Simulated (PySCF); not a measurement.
## C₆ coefficients of unlike pairs at PBE0

Calculated with PySCF 2.14 from the dipole response of each species, C₆(A,B) = (3/π) ∫ α_A(iu) α_B(iu) du, in atomic units, from isotropic polarisabilities. For ions this is the dispersion term alone; charge-induced terms of lower order in 1/R come first.

```
species       configuration                                        basis      relativity  α (bohr³)  C₆ (like pair)
      K       [Ar] 4s1 (2S)                      def2-QZVPPD (11s6p4d3f)            none      350.9            5120
     Ag  [Kr] 4d10 5s1 (2S)  aug-cc-pwCVTZ-PP with ECP28MDF (8s8p7d4f3g)  core potential      50.98           391.9
   Pd³⁺       [Kr] 4d7 (4F)      aug-cc-pVDZ-PP with ECP28MDF (5s5p4d2f)  core potential      4.239           19.30
      B   [He] 2s2 2p1 (2P)                         dyall-av2z (11s7p2d)            none      21.91           107.0
```

Task: Estimate C₆ for Pd³⁺ with Ag.

Result: The integral gives 68.02. The combination rule 2 C_A C_B / (C_A α_B/α_A + C_B α_A/α_B) gives 57.16 and the geometric mean 86.97.

No spin-orbit coupling is included.

The other pairs:

| pair | C₆ |
| --- | --- |
| Ag, K | 1169 |
| B, Ag | 201.5 |
| B, K | 556.2 |
| B, Pd³⁺ | 35.01 |
| Pd³⁺, K | 134.2 |
